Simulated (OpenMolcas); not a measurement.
A run on Au4+ among 6 point charges of -0.85 e arranged as an octahedron (Oh), 1.85 Å from the ion.
```
   1.8500    0.0000    0.0000  -0.85
   0.0000    1.8500    0.0000  -0.85
  -1.8500    0.0000    0.0000  -0.85
   0.0000   -1.8500    0.0000  -0.85
   0.0000    0.0000    1.8500  -0.85
   0.0000    0.0000   -1.8500  -0.85
```

* Program: OpenMolcas 26.06
* Method: CASSCF
* Basis: ANO-RCC-VDZP [7s6p4d2f]
* Scalar Hamiltonian: DKH2, point nucleus
* Active space: 7 electrons in 5 orbitals (5d)
* State averaging: 2S+1 = 4 even, 10 roots; 2S+1 = 2 even, 40 roots
* Spin-orbit coupling: state interaction with AMFI integrals over the reference wave functions

59 basis functions. Blocks (2S+1, parity, CSFs, roots kept): 4, even, 10, 10; 2, even, 40, 40.

Q: How long do the RASSCF and RASSI steps take on 1 thread of Arm Neoverse V1, with other jobs on the host?

A: About 11 s of wall time, without the integral step.
